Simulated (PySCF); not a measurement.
Estimate the missing entries of this data sheet.

Compound: C₇H₂₀AlN.
Bonds: C1–C2, C2–C3, C2–C4, C2–Al5, Al5–N6, N6–C7, N6–C8, N6–C9. Hydrogens: H10, H11, H12 on C1; H13, H14, H15 on C3; H16, H17, H18 on C4; H19, H20 on Al5; H21, H22, H23 on C7; H24, H25, H26 on C8; H27, H28, H29 on C9.

Conformer (atom-mapped SMILES and torsion angles): `[CH3:1][C:2]([CH3:3])([CH3:4])[AlH2-:5][N+:6]([CH3:7])([CH3:8])[CH3:9]`: C1–C2–Al5–N6 78°, C2–Al5–N6–C7 -51°.

| property | level | value |
| --- | --- | --- |
| point group | PBE0-D3(BJ)/def2-SVP | C1 |
| rotational constants A, B, C | PBE0-D3(BJ)/def2-SVP | 2.093, 0.792, 0.767 GHz |
| dipole moment | KT2/pcSseg-1 | ? |
| HOMO energy | KT2/pcSseg-1 | -5.14 eV |
| LUMO energy | KT2/pcSseg-1 | -0.37 eV |
| 13C chemical shifts (computed TMS as zero) by class | GIAO KT2/pcSseg-1 | ? |
| 1H chemical shifts (computed TMS as zero) by class | GIAO KT2/pcSseg-1 | ? |
| isotropic shieldings of nuclei other than C and H, by class | GIAO KT2/pcSseg-1 | 211 (N6), 400 (Al5) ppm |

The electronic properties come from PySCF, for the isolated species, density fitting. Geometry: PBE0-D3(BJ)/def2-SVP; no solvent or vibrations. NMR classes are plain means over equivalent atoms (diastereotopic ones count apart unless rotation or inversion swaps them), as if these changed places fast; in this geometry the members of some classes differ.

(1) The dipole moment?

(2) Give the 13C chemical shifts (computed TMS as zero) by class.

(3) Give the 1H chemical shifts (computed TMS as zero) by class.

Results:

(1) 5.05 D.

(2) 49.4 (C7/C8/C9), 31.3 (C1/C3/C4), 18.8 (C2) ppm.

(3) 4.05 (H19/H20), 2.45 (H21/H22/H23/H24/H25/H26/H27/H28/H29), 1.00 (H10/H11/H12/H13/H14/H15/H16/H17/H18) ppm.

With B = h/(8π²I), that is 505.379 GHz u Å² over I, the principal moments of inertia are 241.4, 637.8 and 658.5 u Å² (most abundant isotopes); the inertial defect Ic − Ia − Ib is -220.7 u Å² (zero for a rigid planar frame, negative otherwise). In atomic units the dipole is 1.99 e·bohr (1 au = 2.5417 D). The rotational constants make it an asymmetric top with κ = (2B − A − C)/(A − C) = -0.96, nearer the prolate limit (−1).
